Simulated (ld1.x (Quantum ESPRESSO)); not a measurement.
**Rh (Z = 45): one change to a TM potential, before and after**

- Element: rhodium (Rh)
- Generator: ld1.x (Quantum ESPRESSO) 7.5
- Type: norm-conserving Troullier–Martins (Kleinman–Bylander form)
- Functional: PBE
- Relativity: scalar-relativistic
- Frozen core: [Kr]
- Valence charge: 9
- Reference configuration: 4d8 5s0 5p0 (charge +1)
- Partial waves: 5s (bound, empty): rc 1.80 bohr; 5p (bound, empty): rc 3.00 bohr; 4d (bound): rc 1.15 bohr
- Local potential: the d channel
- Core correction: Bessel-smoothed model core inside 0.80 bohr

Change: wave 4d (bound): rc 1.15 bohr becomes 4d (bound): rc 0.84 bohr.

Cutoffs: the cutoffs (Ry, on a coarse ladder) from which the occupation-weighted sum of valence levels, in a spherical-Bessel basis at the reference potential, stays within 10 and 1 mRy of its value at 400 Ry; they do not see the model core or the augmentation charge, which bear on the density cutoff. Errors are all-electron minus pseudo energies relative to the spin-unpolarised reference configuration.

Problem. How do hardness, ghosts and transferability respond?

Solution. Both files keep a bound ghost (p, s); the number of tests that count goes from 7 to 6; of the 6 tests that both files solve, the error grows in 2 and shrinks in 0 by more than 15 % and 0.3 meV (median size 71.4 → 83.7 meV); the range in which the p phases agree narrows (upper end 2.0 → 0.4).

| quantity | base | changed |
| --- | --- | --- |
| cutoff, loose | 70 Ry | 260 Ry |
| cutoff, tight | 100 Ry | over 300 Ry |
| bound ghosts | s, p | s, p |
| tests counted (converged, no solver errors) | 7 of 7 | 6 of 7 |
| error for 4d8 5s1 5p0, meV [ΔE -7.46 eV] | -3.4 | -11 |
| error for 4d7 5s0 5p0, meV [ΔE 19.51 eV] | -64 | -57 |
| error for 4d6 5s0 5p0, meV [ΔE 52.02 eV] | -378 | -354 |
| error for 4d7 5s2 5p0, meV [ΔE -4.98 eV] | -79 | -111 |
| error for 4d9 5s0 5p0, meV [ΔE -8.37 eV] | -18 | -20 |
| error for 4d5 5s0 5p0, meV [ΔE 98.96 eV] | -1142 | -1091 |
| s: phases at 3.24 bohr within 0.05 rad from the reference energy up to (Ry; the scan ends near 5) | 1.3 | 1.4 |
| p: phases at 3.24 bohr within 0.05 rad from the reference energy up to (Ry; the scan ends near 5) | 2.0 | 0.4 |
| d: phases at 3.24 bohr within 0.05 rad from the reference energy up to (Ry; the scan ends near 5) | to the end of the scan | 4.5 |

Base: These tests converged, but a pseudo level misses the all-electron one widely, so the file describes the atom poorly there or has found another state: 4d7 5s0 5p0: empty 5p by 2.2 eV (a node warning on the way). Changed file: Tests not counted: 4d8.5 5s0.5 5p0 (pseudo-atom not self-consistent, printed error -3.5 eV). A true bound ghost makes a file unfit for plane-wave use even where its test errors are small: the radial tests pick states by their node count and pass the ghost by. Where a test does run into it, the solver fails or the error is huge.
